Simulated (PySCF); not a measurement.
Telling isomers of C$_{4}$H$_{7}$N$_{3}$O$_{2}$Si apart by NMR

[PySCF: PBE0/pcSseg-1 with gauge-including orbitals; coordinates at the GFN2-xTB level; one averaged value for each set of equivalent atoms; no solvent model; one conformer; non-relativistic Hamiltonian]

Shifts are taken against calculated references (same method and geometry level): 1H (σ = 31.72 ppm) and 13C (σ = 186.93 ppm) vs TMS. Where no couplings were computed, multiplicities follow the n + 1 count of equivalent neighbours, and m marks all less simple cases (inequivalent or close neighbours, rings, F or P nearby). Shifts are as computed. Against solution values, carbons near 30 ppm lie about +3 ppm off and those near 130 ppm about +5 ppm. Of 1211 compounds with measured shifts, 218 miss one by over three times the rms of a fit or turn the order of signals round; such compounds aren't used in these exercises. OH and NH positions are gas-phase values without hydrogen bonding to other molecules.

(1) Tabulate the signals of `OCc1ncnnc1O[SiH3]`, `Cc1ncnnc1O[SiH2]O`, `COC(=O)c1ncn([SiH3])n1`, `COc1ncnnc1O[SiH3]`, `COC(=O)c1cnn([SiH3])n1` and their relative energies.

(2) What is the quickest way to tell OCc1ncnnc1O[SiH3] from COC(=O)c1cnn([SiH3])n1?

(3) What is the quickest way to tell Cc1ncnnc1O[SiH2]O from COC(=O)c1ncn([SiH3])n1?

(4) What is the quickest way to tell COc1ncnnc1O[SiH3] from COC(=O)c1cnn([SiH3])n1?

## Answers

(1) 
```tsv
SMILES	carbon types	δC	δH	E rel. (kcal/mol)
OCc1ncnnc1O[SiH3]	2×C 1×CH 1×CH2	167.4, 158.3, 156.9, 63.3	9.60 (s, 1H), 5.23 (s, 2H), 5.23 (s, 3H), 3.77 (br s, 1H)	42.0
Cc1ncnnc1O[SiH2]O	2×C 1×CH 1×CH3	171.9, 158.5, 158.2, 22.7	9.48 (s, 1H), 5.46 (s, 2H), 5.08 (br s, 1H), 2.71 (s, 3H)	0.0
COC(=O)c1ncn([SiH3])n1	2×C 1×CH 1×CH3	167.1, 164.4, 154.5, 54.0	8.03 (s, 1H), 5.20 (s, 3H), 4.16 (s, 3H)	25.7
COc1ncnnc1O[SiH3]	2×C 1×CH 1×CH3	162.4, 160.8, 156.3, 55.7	9.06 (s, 1H), 5.19 (s, 3H), 4.23 (s, 3H)	41.5
COC(=O)c1cnn([SiH3])n1	2×C 1×CH 1×CH3	169.0, 150.1, 145.4, 53.8	8.39 (s, 1H), 5.32 (s, 3H), 4.15 (s, 3H)	36.6
```

Energies are electronic energies at PBE0/pcSseg-1 on these geometries, without zero-point or thermal terms, each for the one conformer computed, which needn't be the lowest.

(2) Both give the same number of carbon signals, but DEPT or the intensities differ. The first has an sp3 CH2 bonded to O, on an aromatic ring at 63.3 ppm, the second a methyl carbon bonded to O (CH3) at 53.8 ppm. Their most deshielded carbons lie at 167.4 and 169.0 ppm. In the proton spectra the most deshielded non-exchanging signals are 9.60 (s, 1H) and 8.39 (s, 1H).

(3) Both give the same number of carbon signals, with the same numbers of each carbon type, so the positions decide. The first has a methyl carbon on an aromatic ring (CH3) at 22.7 ppm, the second a methyl carbon bonded to O (CH3) at 54.0 ppm. Their most deshielded carbons lie at 171.9 and 167.1 ppm. In the proton spectra the most deshielded non-exchanging signals are 9.48 (s, 1H) and 8.03 (s, 1H).

(4) Both give the same number of carbon signals, with the same numbers of each carbon type, so the positions decide. The first has an aromatic CH between two ring heteroatoms at 156.3 ppm, the second an aromatic CH next to a ring nitrogen at 145.4 ppm. Their most deshielded carbons lie at 162.4 and 169.0 ppm. In the proton spectra the most deshielded non-exchanging signals are 9.06 (s, 1H) and 8.39 (s, 1H).
